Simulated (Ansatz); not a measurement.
The cluster B4P5⁻, relaxed as a singlet with RKS B3LYP-D4/def2-SVPD in Ansatz, starting from the GFN1-xTB geometry. Force threshold 0.02 eV/Å.

The restricted singlet is unstable towards broken spin symmetry in Hartree–Fock (as tested in another run); at B3LYP-D4/def2-SVPD this wasn't settled. Another isomer (singlet) lies 2.14 eV lower at PBE0-D4/def2-TZVPD; other spin states weren't run for this one.

Start:

```xyz
9

B    -1.255   -0.551    0.865
B    -0.377    0.347   -1.969
B     0.139   -1.108    1.442
B     1.058    0.174    1.283
P     1.784    0.479   -0.538
P    -1.446   -1.034   -1.053
P     0.074    1.850   -0.730
P    -0.598    1.293    1.294
P     0.622   -1.449   -0.594
```

| step | energy (eV) | largest force component (eV/Å) | SCF passes |
| --- | --- | --- | --- |
| 1 | -49134.5135 | 1.545 | 22 |
| 2 | -49134.7720 | 1.026 | 29 |
| 3 | -49134.9321 | 0.529 | 30 |
| 4 | -49135.0342 | 0.298 | 30 |
| 5 | -49135.0750 | 0.184 | 27 |
| 6 | -49135.0844 | 0.238 | 24 |
| 7 | -49135.0897 | 0.130 | 26 |
| 8 | -49135.0906 | 0.048 | 27 |
| 9 (rejected) | -49135.0895 | 0.096 | 26 |
| 10 | -49135.0910 | 0.009 | 28 |

Force components are those of the run's own axes.

End:

```xyz
9

B    -1.256   -0.582    0.704
B    -0.252    0.410   -1.759
B     0.085   -0.954    1.583
B     1.115    0.193    1.096
P     1.745    0.468   -0.809
P    -1.410   -1.019   -1.223
P     0.061    1.930   -0.783
P    -0.631    1.074    1.510
P     0.544   -1.519   -0.320
```

Bonds formed: B1–P9, B2–P5, B3–P8 (atoms count from 1).

No frequencies were taken in this run, so the end may be a saddle point.

Run time 60 s (4 threads of Arm Neoverse V1 on a shared host), peak host memory 0.76 GiB.
